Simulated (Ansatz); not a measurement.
Saddle point of GeH4Br, doublet (GeH₃Br ([GeH3][Br]) + H → GeH₃ + HBr; bonds formed: Br1–H3; bonds broken: Br1–Ge2), PBE0-D4/def2-TZVP structure:

```xyz
6
angstrom
Br -1.0639 -1.1300 -0.1329
Ge 0.6061 0.6502 0.0787
H -2.2676 -2.4363 -0.2964
H 0.9906 1.0682 -1.3450
H -0.0593 1.7936 0.8530
H 1.7940 0.0543 0.8425
```

Energies are electronic, without zero-point energy. Barriers and step energies count from the start structure reached by relaxing down the imaginary mode; all methods use the PBE0-D4 structures, on which another method's saddle can fall below an end. Program: Ansatz 0.2.0. Basis: def2-TZVPP, with def2-QZVPP for the basis limit. Cores are frozen in the correlated methods; orbitals are unrestricted. Filled d shells of the heavier atoms are correlated. The def2 sets are not built for correlating such inner shells, so the correlated values are less sure here. B3LYP uses VWN-RPA correlation. Extrapolation: Hartree–Fock as exp(−7.88 √X), correlation as X^−2.97.

```tsv
method	barrier (eV)	step energy (eV)
SPW92	-0.188	-0.309
PBE-D4	0.073	-0.251
BLYP-D4	0.028	-0.388
r2SCAN-D4	0.080	-0.285
B97M-V	0.248	-0.249
PBE0-D4	0.227	-0.203
B3LYP-D4	0.145	-0.352
r2SCAN0-D4	0.167	-0.271
BHLYP-D4	0.326	-0.264
CAM-B3LYP-D4	0.255	-0.323
wB97X-V	?	-0.169
wB97M-V	?	-0.268
B2PLYP	0.293	-0.267
PBE-QIDH	?	-0.128
RPA on PBE	0.367	-0.313
HF	0.879	-0.005
MP2	0.557	-0.075
CCSD	0.427	-0.294
CCSD(T)	0.386	-0.264
```

Task: Fill in the withheld barriers. (Judge from chemistry; the value comes from the calculation.)

Result: The calculation gives: wB97M-V 0.385; PBE-QIDH 0.409; wB97X-V 0.427 eV. Each is the energy of the saddle less that of the start structure, by the same method.

For comparison, the barrier by CCSD(T) at an estimated basis limit (MP2 extrapolated from triple and quadruple zeta, plus CCSD(T) − MP2 in triple zeta) is 0.363 eV.

No T1 diagnostic of these runs exceeds 0.014. ⟨S²⟩ of the unrestricted Hartree–Fock references: 0.75 to 0.80 (a pure state has 0.75).

Radical steps of this kind take place in plasma deposition and etching.

Labels in which every atom is bracketed show which atoms are joined, not bond orders.

For scale, one of the runs: CCSD(T)/def2-TZVPP, 152 basis functions, launched by `ansatz run in.yaml --threads 4 --pin off --events-out ev --progress --plain --max-ram 9574MiB`. Time: 100 s of wall clock on 4 CPU threads of an Arm Neoverse V1; the host was shared. Peak host memory: 2.6 GiB.
